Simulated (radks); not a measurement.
Be III, configuration [He].

All-electron calculation, Dirac Kohn-Sham, exchange-only PBE, spin-unpolarised, spherical densities, finite nucleus; Fermi nuclear charge, rms radius 2.519 fm. Program: a radial shooting solver on a logarithmic mesh with Libxc functionals.

Energy parts (hartree):
total: -13.57681
kinetic: 13.58233
electron-nucleus: -29.45769
Hartree: 4.52673
exchange: -2.22817

Orbitals (lengths in bohr, moments of r in powers of bohr; <r^-3> diverges for s and p1/2):
\begin{tabular}{lrrr}
orbital & occ. & eigenvalue (hartree) & <r^-3> \\ \hline
1s1/2 & 2 & -4.82902 & - \\
\end{tabular}

The highest occupied level is 1s1/2 at -131.40 eV. The density falls to 0.001 e/bohr^3 at r = 1.48 bohr.
